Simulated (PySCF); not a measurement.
## Mo (molybdenum, neutral) across methods

[Kr] 4d6, high-spin 5D determinant (an excited configuration). All numbers are calculated (PySCF 2.14, scalar relativity by spin-free X2C-1e, in ANO-RCC-VTZP (7s6p4d2f1g, 68 functions)). The B2PLYP total includes its PT2 part (frozen core); its orbital energies are those of the SCF part.

```json
{"method": "LC-wPBE", "E (hartree)": "-4047.74", "mean ε 4p β (eV)": "-39.801", "mean ε 4d α (eV)": "-6.560", "mean ε 4d β (eV)": "-4.378", "Σ⟨r²⟩ (bohr²)": "51.49", "⟨S²⟩": "6.003"}
{"method": "LDA", "E (hartree)": "-4043.39", "mean ε 4p β (eV)": "-35.233", "mean ε 4d α (eV)": "-3.111", "mean ε 4d β (eV)": "-1.091", "Σ⟨r²⟩ (bohr²)": "52.74", "⟨S²⟩": "6.002"}
{"method": "PBE0", "E (hartree)": "-4047.82", "mean ε 4p β (eV)": "-37.183", "mean ε 4d α (eV)": "-4.055", "mean ε 4d β (eV)": "-1.856", "Σ⟨r²⟩ (bohr²)": "51.81", "⟨S²⟩": "6.003"}
{"method": "PBE", "E (hartree)": "-4047.76", "mean ε 4p β (eV)": "-34.759", "mean ε 4d α (eV)": "-2.872", "mean ε 4d β (eV)": "-0.900", "Σ⟨r²⟩ (bohr²)": "52.26", "⟨S²⟩": "6.002"}
{"method": "B2PLYP", "E (hartree)": "-4047.59", "mean ε 4p β (eV)": "-39.530", "mean ε 4d α (eV)": "-5.034", "mean ε 4d β (eV)": "-2.699", "Σ⟨r²⟩ (bohr²)": "51.90", "⟨S²⟩": "6.005"}
{"method": "r2SCAN", "E (hartree)": "-4048.13", "mean ε 4p β (eV)": "-35.195", "mean ε 4d α (eV)": "-2.891", "mean ε 4d β (eV)": "-0.833", "Σ⟨r²⟩ (bohr²)": "51.36", "⟨S²⟩": "6.005"}
```

**Question.** Estimate the same row for r2SCANh.

**Answer.** E (hartree) = -4048.12; mean ε 4p β (eV) = -36.073; mean ε 4d α (eV) = -3.362; mean ε 4d β (eV) = -1.210; Σ⟨r²⟩ (bohr²) = 51.24; ⟨S²⟩ = 6.005.

⟨L²⟩ = 7.41 against 6 for a pure D term, so this real determinant mixes terms.
